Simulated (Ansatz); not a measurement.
Reaction (formal exchange of groups at a Te–Al bond): `[CH3][Al]([CH3])[TeH]` + `C/C=N/C` → `C/C=N\C[TeH]` + `[CH3][AlH][CH3]`

Program: Ansatz. Geometries: PBE0-D4/def2-TZVP. ΔE: electronic, gas phase. CCSD(T)/CBS is the MP2 limit (def2-TZVPP, def2-QZVPP) plus CCSD(T) − MP2 in def2-TZVPP, frozen cores. Double bonds are as drawn, so ΔE can hold a change between cis and trans. DFT in def2-TZVPP. Elements past krypton have def2 core potentials. For Te outer-core shells are correlated without core-valence functions, which leaves a few kJ/mol of doubt a bond. One conformer a species, not always the lowest.

CCSD(T)/CBS gives +42.1 kcal/mol.

**Question.** Another level gave +42.8 kcal/mol. Which?
A. CCSD/def2-TZVPP
B. SCS-MP2/def2-TZVPP
C. PBE0/def2-TZVPP
D. HF/def2-TZVPP

**Answer.** A. CCSD/def2-TZVPP 42.8, SCS-MP2/def2-TZVPP 41.8, PBE0 44.2, HF/def2-TZVPP 46.9 kcal/mol.

Largest T1 diagnostic among the species: 0.012.

From PBE to PBE0 (25 % exact exchange), in def2-TZVPP and without D4, ΔE moves by +1.7 kcal/mol. The D4 term adds −1.8 kcal/mol with B3LYP and −0.9 kcal/mol with PBE0; it sums over pairs of atoms, weighted by their polarisabilities, and B3LYP, whose exchange is more repulsive, gets the larger term.

B3LYP here is the variant with VWN-RPA as its local correlation; programs differ in this.
